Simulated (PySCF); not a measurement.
HFSi (SMILES F[SiH]), singlet, at a GFN2-xTB geometry; PySCF with PBE0/6-31G*.

PySCF was given this input:
```python
from pyscf import gto, scf, dft

mol = gto.Mole()
mol.atom = '''
    Si   -0.24845443   -0.32714290    0.45770159
    H    -0.88585188   -1.16646728   -0.57945722
    F     0.48491266    0.63849643   -0.64759612
'''
mol.basis = '6-31g*'
mol.verbose = 4
mol.build()

mf = dft.RKS(mol)
mf.xc = 'pbe0'
mf.grids.atom_grid = (99, 590)
mf.grids.prune = None
mf.kernel()
```

Predict the main parts of the log of this PySCF run.


```
PySCF version 2.14.0

[INPUT] verbose = 4
[INPUT] num. atoms = 3
[INPUT] num. electrons = 24
[INPUT] charge = 0
[INPUT] spin (= nelec alpha-beta = 2S) = 0
[INPUT] symmetry False subgroup None
[INPUT] Mole.unit = angstrom
[INPUT] Symbol           X                Y                Z      unit          X                Y                Z       unit  Magmom
[INPUT]  1 Si    -0.248454430000  -0.327142900000   0.457701590000 AA   -0.469510827135  -0.618210484596   0.864930651878 Bohr   0.0
[INPUT]  2 H     -0.885851880000  -1.166467280000  -0.579457220000 AA   -1.674017440131  -2.204303692466  -1.095015446702 Bohr   0.0
[INPUT]  3 F      0.484912660000   0.638496430000  -0.647596120000 AA    0.916352121734   1.206583384213  -1.223779306131 Bohr   0.0

nuclear repulsion = 47.7490396212295
number of shells = 16
number of NR pGTOs = 82
number of NR cGTOs = 34
basis = 6-31g*
ecp = {}

******** <class 'pyscf.dft.rks.RKS'> ********
method = RKS
initial guess = minao
damping factor = 0
level_shift factor = 0
DIIS = <class 'pyscf.scf.diis.CDIIS'>
diis_start_cycle = 1
diis_space = 8
diis_damp = 0
SCF conv_tol = 1e-09
SCF conv_tol_grad = None
SCF max_cycles = 50
direct_scf = True
direct_scf_tol = 1e-13
XC library pyscf.dft.libxc version 7.1.2
    S. Lehtola, C. Steigemann, M. J. T. Oliveira, and M. A. L. Marques,  SoftwareX 7, 1–5 (2018)
XC functionals = pbe0
    C. Adamo and V. Barone,  J. Chem. Phys. 110, 6158 (1999)
    M. Ernzerhof and G. E. Scuseria,  J. Chem. Phys. 110, 5029 (1999)
radial grids:
    Treutler-Ahlrichs [JCP 102, 346 (1995); DOI:10.1063/1.469408] (M4) radial grids

becke partition: Becke, JCP 88, 2547 (1988); DOI:10.1063/1.454033
pruning grids: None
grids dens level: 3
symmetrized grids: False
atomic radii adjust function: <function treutler_atomic_radii_adjust>
User specified grid scheme (99, 590)
small_rho_cutoff = 0
Set gradient conv threshold to 3.16228e-05
Initial guess from minao.
tot grids = 175232
init E= -389.620331386276
  HOMO = -0.238582959579184  LUMO = -0.113901365982415  gap/eV = 3.39276
cycle= 1 E= -389.616336509398  delta_E= 0.00399  |g|= 0.58  |ddm|= 1.54
  HOMO = -0.21912130786843  LUMO = -0.0912326393319587  gap/eV = 3.48003
cycle= 2 E= -389.433632190396  delta_E= 0.183  |g|= 1.17  |ddm|= 1.09
  HOMO = -0.253073938032923  LUMO = -0.0958784259012537  gap/eV = 4.27751
cycle= 3 E= -389.678078743221  delta_E= -0.244  |g|= 0.0285  |ddm|= 0.74
  HOMO = -0.252824251726855  LUMO = -0.0913736515941301  gap/eV = 4.39329
cycle= 4 E= -389.678306850272  delta_E= -0.000228  |g|= 0.00865  |ddm|= 0.0558
  HOMO = -0.253391886903892  LUMO = -0.092293434209815  gap/eV = 4.38371
cycle= 5 E= -389.678333051134  delta_E= -2.62e-05  |g|= 0.000978  |ddm|= 0.0167
  HOMO = -0.2531604431473  LUMO = -0.0921360618180764  gap/eV = 4.38170
cycle= 6 E= -389.678333402981  delta_E= -3.52e-07  |g|= 0.000153  |ddm|= 0.00181
  HOMO = -0.253178332708612  LUMO = -0.0921474816823675  gap/eV = 4.38187
cycle= 7 E= -389.678333408727  delta_E= -5.75e-09  |g|= 4.52e-05  |ddm|= 0.000181
  HOMO = -0.253183907946296  LUMO = -0.0921530698425106  gap/eV = 4.38187
cycle= 8 E= -389.678333409194  delta_E= -4.67e-10  |g|= 4.58e-06  |ddm|= 5.29e-05
  HOMO = -0.253182434507764  LUMO = -0.0921519281253684  gap/eV = 4.38186
Extra cycle  E= -389.678333409196  delta_E= -2.05e-12  |g|= 4.79e-06  |ddm|= 7e-06
converged SCF energy = -389.678333409196
```
